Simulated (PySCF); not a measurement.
## Calculated data, CH5GeO2, C2H5GeO, CH4GeNO, GeH5O2Si

Calculation on a computer-drawn molecule: the log of a Hartree-Fock and frozen-core CCSD(T) single point meant for a local Hartree-Fock minimum, with one planted fault or none, to be diagnosed. Offsets are logged minus clean, where the clean run is the same molecule without the fault. The reference is restricted for singlets and unrestricted otherwise, and also for a bond in bohr or an excited solution. Adding or removing an electron swaps singlet and doublet. The excited solution moves the top pair (singlet) or top alpha electron (doublet) to the lowest empty orbital. Highest occupied and lowest empty are orbital energies over both spins, largest force is the largest gradient component, triples share is (T) over the correlation energy, the T1 limit is 0.02 restricted and 0.045 unrestricted, electrons count all cores, a negative frequency is imaginary (commonest isotopes), and the dipole is about the centre of nuclear charge; on germanium a core potential holds 10 electrons, which the energies leave out, and 3d is frozen in MP2 and coupled-cluster steps. Program: PySCF 2.14.0.

Common to all runs: meant charge 0; meant multiplicity 2; meant basis and core potential on germanium cc-pVDZ-PP ECP10MDF; logged SCF converged yes; logged CC converged yes; logged SCF stable within its kind yes; possible faults no fault, one electron removed, one electron added, multiplicity raised by two, geometry at a saddle point, SCF held on an excited solution, minimal basis STO-3G, one bond length entered in bohr, all coordinates scaled.

(1) 
```xyz
9
formula=CH5GeO2 meant_basis=cc-pVDZ logged_electrons=59 logged_basis_functions=90 logged_spin_squared=3.7716 logged_highest_occupied=-3.2807 logged_lowest_empty=-2.2732 logged_largest_force=0.12194 logged_T1_diagnostic=0.041419 logged_D1_diagnostic=0.20546 logged_triples_share=0.030128 logged_dipole_magnitude=3.1847 logged_energy_HF=-483.61576 logged_energy_CCSD(T)=-484.27031 planted_fault=multiplicity_raised_by_two HF_energy_offset_from_clean_run=153.9 CCSD(T)_energy_offset_from_clean_run=150.2
O     -0.8642    -1.3101     1.5392
C     -0.9042    -2.4992     0.7980
Ge     0.4464    -2.3984    -0.6506
O      1.8096    -1.7314     0.3134
H      0.0375    -1.1325     1.7729
H     -0.7125    -3.3780     1.4213
H     -1.9037    -2.6009     0.3763
H      0.0953    -1.3764    -1.7588
H      2.5009    -1.3038    -0.1704
```

Units: logged_highest_occupied, logged_lowest_empty in eV; logged_largest_force in hartree/bohr; logged_dipole_magnitude in debye; logged_energy_HF, logged_energy_CCSD(T) in hartree; HF_energy_offset_from_clean_run, CCSD(T)_energy_offset_from_clean_run in kcal/mol.

Drawn bonds:
| atom | other atom | order |
| --- | --- | --- |
| 1 | 2 | 1 |
| 2 | 3 | 1 |
| 3 | 4 | 1 |
| 1 | 5 | 1 |
| 2 | 6 | 1 |
| 2 | 7 | 1 |
| 3 | 8 | 1 |
| 4 | 9 | 1 |

(2) 
```xyz
9
formula=C2H5GeO meant_basis=cc-pVDZ logged_electrons=57 logged_basis_functions=90 logged_spin_squared=0.8331 logged_highest_occupied=-8.2049 logged_lowest_empty=1.206 logged_largest_force=2.001e-05 logged_lowest_frequency=165.85 logged_T1_diagnostic=0.022259 logged_D1_diagnostic=0.098264 logged_triples_share=0.031067 logged_dipole_magnitude=0.41497 logged_energy_HF=-446.8368 logged_energy_CCSD(T)=-447.42767 planted_fault=no_fault HF_energy_offset_from_clean_run=0 CCSD(T)_energy_offset_from_clean_run=0
O     -2.2092    -2.3632    -1.3986
C     -1.6795    -1.2822    -1.9880
C     -0.5255    -0.6657    -1.6907
Ge     0.6603    -1.0539    -0.2243
H     -1.6228    -2.7144    -0.7430
H     -2.3184    -0.9373    -2.7913
H     -0.2911     0.2036    -2.2947
H      2.1254    -0.8219    -0.6077
H      0.4636    -2.4899     0.2999
```

Units: logged_highest_occupied, logged_lowest_empty in eV; logged_largest_force in hartree/bohr; logged_lowest_frequency in cm⁻¹; logged_dipole_magnitude in debye; logged_energy_HF, logged_energy_CCSD(T) in hartree; HF_energy_offset_from_clean_run, CCSD(T)_energy_offset_from_clean_run in kcal/mol.

Drawn bonds:
| atom | other atom | order |
| --- | --- | --- |
| 1 | 2 | 1 |
| 2 | 3 | 1 |
| 3 | 4 | 2 |
| 1 | 5 | 1 |
| 2 | 6 | 1 |
| 3 | 7 | 1 |
| 4 | 8 | 1 |
| 4 | 9 | 1 |

(3) 
```xyz
8
formula=CH4GeNO meant_basis=cc-pVDZ logged_electrons=58 logged_basis_functions=85 logged_spin_squared=0 logged_highest_occupied=-0.49519 logged_lowest_empty=9.1764 logged_largest_force=0.068286 logged_T1_diagnostic=0.014867 logged_D1_diagnostic=0.041976 logged_triples_share=0.030994 logged_dipole_magnitude=3.9876 logged_energy_HF=-462.84678 logged_energy_CCSD(T)=-463.481 planted_fault=one_electron_added HF_energy_offset_from_clean_run=9.012 CCSD(T)_energy_offset_from_clean_run=-6.916
O      0.5437     1.0381     2.6221
C     -0.4986     0.7640     1.8426
N     -0.6084     1.1927     0.6770
Ge    -2.0395     0.8351    -0.4374
H      1.1383     1.5914     2.1266
H     -1.2028     0.1287     2.3821
H     -1.4988     0.1269    -1.6896
H     -2.6842     2.1753    -0.8248
```

Units: logged_highest_occupied, logged_lowest_empty in eV; logged_largest_force in hartree/bohr; logged_dipole_magnitude in debye; logged_energy_HF, logged_energy_CCSD(T) in hartree; HF_energy_offset_from_clean_run, CCSD(T)_energy_offset_from_clean_run in kcal/mol.

Drawn bonds:
| atom | other atom | order |
| --- | --- | --- |
| 1 | 2 | 1 |
| 2 | 3 | 1 |
| 3 | 4 | 2 |
| 1 | 5 | 1 |
| 2 | 6 | 1 |
| 4 | 7 | 1 |
| 4 | 8 | 1 |

(4) 
```xyz
9
formula=GeH5O2Si meant_basis=cc-pV(D+d)Z logged_electrons=67 logged_basis_functions=99 logged_spin_squared=0.7646 logged_highest_occupied=-8.8388 logged_lowest_empty=0.29697 logged_largest_force=0.068315 logged_T1_diagnostic=0.020081 logged_D1_diagnostic=0.08746 logged_triples_share=0.027083 logged_dipole_magnitude=2.8781 logged_energy_HF=-734.92976 logged_energy_CCSD(T)=-735.55827 planted_fault=all_coordinates_scaled,by_+9.3_% HF_energy_offset_from_clean_run=38.26 CCSD(T)_energy_offset_from_clean_run=25.24
O     -0.9105     0.3924    -1.5684
Si     0.1669    -0.4945    -0.4328
Ge    -0.3590     0.6638     1.8845
O     -1.8909     1.7314     1.2301
H     -1.6071     1.0208    -1.1209
H     -0.1612    -2.0773    -0.3995
H      1.7104    -0.3027    -0.8584
H     -0.9054    -0.2840     3.1727
H     -2.4946     2.1737     1.9442
```

Units: logged_highest_occupied, logged_lowest_empty in eV; logged_largest_force in hartree/bohr; logged_dipole_magnitude in debye; logged_energy_HF, logged_energy_CCSD(T) in hartree; HF_energy_offset_from_clean_run, CCSD(T)_energy_offset_from_clean_run in kcal/mol.

Drawn bonds:
| atom | other atom | order |
| --- | --- | --- |
| 1 | 2 | 1 |
| 2 | 3 | 1 |
| 3 | 4 | 1 |
| 1 | 5 | 1 |
| 2 | 6 | 1 |
| 2 | 7 | 1 |
| 3 | 8 | 1 |
| 4 | 9 | 1 |
